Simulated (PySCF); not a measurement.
## Where the electron goes

Compound: InCl2(CN), CCl2InN.
Geometry (PBE0-D3(BJ)/def2-SVP, Å), atoms numbered from 1 in this order:
```xyz
5
CCl2InN angstrom
In     0.2935    0.5141    0.0048
Cl     2.6091    0.4979    0.0636
Cl    -0.7615    2.5761   -0.0433
C     -0.7809   -1.2913   -0.0098
N     -1.3602   -2.2968   -0.0152
```

Theory: TDDFT wB97X-D/def2-SVPD, vertical, gas phase, core orbitals frozen in the response, def2 core potentials past Kr in PySCF 2.14.0, density-fitted response routines. Spin–orbit coupling is left out.

Frontier orbitals with the atoms that hold most of them (Löwdin shares over 4%, at most four atoms; ? is withheld):

```json
{"orbital": "LUMO+2", "ε (eV)": "0.66", "atoms": "In1 30%, C4 29%, N5 24%, Cl2 9%"}
{"orbital": "LUMO+1", "ε (eV)": "-1.20", "atoms": "In1 53%, C4 17%, Cl3 10%, Cl2 10%"}
{"orbital": "LUMO", "ε (eV)": "?", "atoms": "In1 43%, Cl3 22%, Cl2 21%, C4 12%"}
{"orbital": "HOMO", "ε (eV)": "-11.61", "atoms": "?"}
{"orbital": "HOMO-1", "ε (eV)": "-11.73", "atoms": "Cl3 47%, Cl2 35%, In1 10%, N5 4%"}
{"orbital": "HOMO-2", "ε (eV)": "-11.74", "atoms": "Cl2 50%, Cl3 44%, In1 6%"}
{"orbital": "HOMO-3", "ε (eV)": "-12.06", "atoms": "Cl3 44%, Cl2 38%, In1 7%, N5 6%"}
```

Problem. Which atoms hold the HOMO, and with what shares?

Solution. Cl2 (bonded to In) 55%; Cl3 (bonded to In) 41%.

Problem. What is the LUMO energy, and the HOMO–LUMO gap?

Solution. ε(LUMO) = -1.30 eV; the gap is 10.31 eV (0.3789 hartree).

Problem. The HOMO–LUMO gap is 10.31 eV. Where does the response calculation put the lowest singlet, and from which orbitals?

Solution. S1 is at 5.65 eV (f = 0.023), 4.66 eV below the gap, made of HOMO→LUMO (92%). 

Problem. One configuration dominates each of S1 and S4. Which, and how do the shares of the two leading atoms of either orbital change from the occupied to the empty one?

Solution. 
- S1 (5.65 eV, f 0.023), HOMO→LUMO (92%): Cl2 55% → 21%, Cl3 41% → 22%, In1 at most 4% → 43%
- S4 (6.02 eV, f 0.0002), HOMO→LUMO+1 (96%): Cl2 55% → 10%, Cl3 41% → 10%, In1 at most 4% → 53%, C4 at most 4% → 17%

Orbitals of the list HOMO-3 to LUMO+2 that lie within 0.01 eV of each other are written together with a slash and their weights summed (≥ marks a lower bound); for degenerate orbitals outside that list single weights are arbitrary.

On one thread of an x86-64 server (shared host), this took 31 s wall.
